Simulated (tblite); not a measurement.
Species: C5H12B2O2.
Bonds: C1–O2, O2–B3, B3–O4, O4–B5, B5–C6, C6–C7, C7–C8, C8–C9, C6–C9. Hydrogens: H10, H11, H12 on C1; H13 on B3; H14 on B5; H15 on C6; H16, H17 on C7; H18, H19 on C8; H20, H21 on C9.

Computed with GFN2-xTB (tblite), gas phase: L-BFGS steps from a force-field or distance-geometry start until the largest atomic force falls under 0.01 eV/Å.

Step 25: E = -749.1401 eV
```
atom  x, y, z in Å  |  force x, y, z in eV/Å
C1      2.6717    1.5999    0.1122   -0.103   0.064   0.070
O2      2.8447    1.1898    1.4540   -0.237   0.047  -0.085
B3      1.9546    0.4561    2.1536    0.109  -0.196   0.032
O4      0.7624    0.0434    1.7299    0.119   0.029  -0.177
B5     -0.3717   -0.4152    1.2558   -0.090  -0.025   0.135
C6     -0.5472   -0.9391   -0.2344    0.025   0.050  -0.143
C7     -1.8137   -1.7067   -0.6730    0.077  -0.126   0.068
C8     -2.3194   -0.4742   -1.4313   -0.016  -0.114  -0.003
C9     -1.0449    0.2882   -1.0554   -0.043   0.033  -0.082
H10     3.6345    1.4958   -0.3951   -0.087  -0.060   0.015
H11     2.3712    2.6504    0.0783    0.025   0.049   0.074
H12     1.9008    1.0132   -0.3936    0.081  -0.070   0.000
H13     2.3300    0.1330    3.2241    0.057  -0.021  -0.024
H14    -1.3448   -0.3119    1.9125   -0.135   0.155   0.126
H15     0.3468   -1.3768   -0.6710    0.181  -0.023  -0.017
H16    -2.4566   -2.0595    0.1264   -0.060   0.119   0.193
H17    -1.5977   -2.5648   -1.3052    0.034   0.009  -0.117
H18    -3.2375   -0.0507   -1.0336    0.002   0.060   0.092
H19    -2.4600   -0.6310   -2.4962    0.036  -0.001  -0.136
H20    -1.2212    1.1838   -0.4664   -0.039   0.082   0.107
H21    -0.4108    0.5657   -1.8920    0.065  -0.061  -0.129
```

Step 26: E = -749.1543 eV
```
atom  x, y, z in Å  |  force x, y, z in eV/Å
C1      2.6641    1.6035    0.1117   -0.090   0.032   0.175
O2      2.8285    1.2063    1.4587   -0.162  -0.012  -0.059
B3      1.9523    0.4438    2.1440    0.087  -0.124   0.085
O4      0.7625    0.0391    1.7118    0.136   0.004  -0.117
B5     -0.3786   -0.4155    1.2537   -0.003   0.031   0.133
C6     -0.5471   -0.9368   -0.2341    0.005   0.105  -0.193
C7     -1.8136   -1.7057   -0.6670    0.157  -0.113   0.023
C8     -2.3166   -0.4757   -1.4316    0.011  -0.075   0.034
C9     -1.0433    0.2946   -1.0592    0.000  -0.089  -0.035
H10     3.6295    1.4873   -0.3823   -0.022  -0.030  -0.048
H11     2.3663    2.6519    0.0705    0.010   0.111   0.035
H12     1.8995    1.0098   -0.3896    0.010  -0.087  -0.046
H13     2.3284    0.1064    3.2106    0.056  -0.017  -0.044
H14    -1.3426   -0.2966    1.9176   -0.175   0.132   0.119
H15     0.3518   -1.3709   -0.6678    0.124  -0.023   0.004
H16    -2.4495   -2.0587    0.1399   -0.053   0.144   0.112
H17    -1.5886   -2.5630   -1.2971   -0.016  -0.016  -0.116
H18    -3.2310   -0.0516   -1.0317   -0.067   0.088   0.094
H19    -2.4586   -0.6346   -2.4958    0.036  -0.010  -0.133
H20    -1.2177    1.1903   -0.4642   -0.029   0.007   0.007
H21    -0.4045    0.5655   -1.8985   -0.014  -0.058  -0.031
```

**Question.** Estimate the geometry and energy of step 27. (The exact step hangs on the optimiser's Hessian estimate; all steps are aligned on step 26, rigid shifts and turns removed.)

**Answer.** E = -749.1646 eV, largest force 0.187 eV/Å
```
atom  x, y, z in Å  |  force x, y, z in eV/Å
C1      2.6575    1.6069    0.1137   -0.075   0.015   0.171
O2      2.8131    1.2207    1.4634   -0.067  -0.064  -0.017
B3      1.9516    0.4325    2.1376    0.069  -0.046   0.107
O4      0.7641    0.0347    1.6969    0.149  -0.016  -0.035
B5     -0.3834   -0.4141    1.2553   -0.023   0.038   0.045
C6     -0.5463   -0.9329   -0.2361    0.009   0.089  -0.120
C7     -1.8114   -1.7070   -0.6620    0.146  -0.046  -0.024
C8     -2.3152   -0.4787   -1.4319    0.017  -0.016   0.038
C9     -1.0426    0.2984   -1.0635    0.027  -0.146   0.011
H10     3.6242    1.4816   -0.3750    0.008  -0.007  -0.046
H11     2.3637    2.6551    0.0652   -0.012   0.121   0.003
H12     1.9002    1.0049   -0.3869   -0.042  -0.063  -0.060
H13     2.3304    0.0844    3.2000    0.052  -0.020  -0.051
H14    -1.3458   -0.2824    1.9231   -0.122   0.109   0.077
H15     0.3571   -1.3669   -0.6655    0.063   0.000   0.031
H16    -2.4457   -2.0541    0.1520    0.000   0.140   0.012
H17    -1.5821   -2.5610   -1.2947   -0.054  -0.043  -0.074
H18    -3.2263   -0.0508   -1.0270   -0.070   0.065   0.048
H19    -2.4552   -0.6379   -2.4980    0.014  -0.011  -0.059
H20    -1.2165    1.1936   -0.4619   -0.010  -0.061  -0.099
H21    -0.4002    0.5625   -1.9051   -0.080  -0.037   0.041
```

The energy changes by -0.0102 eV. The first-order estimate −F·Δx gives -0.0149 eV and the mean of the old and new forces, exact on a quadratic surface, -0.0102 eV. The step makes an angle of 64° with the force vector and moves no atom by more than 0.024 Å.

The cost below is that of the whole relaxation. Hardware: one thread, Intel Xeon at 2.50 GHz (x86_64), shared host. Cost: 3.1 s of wall time.
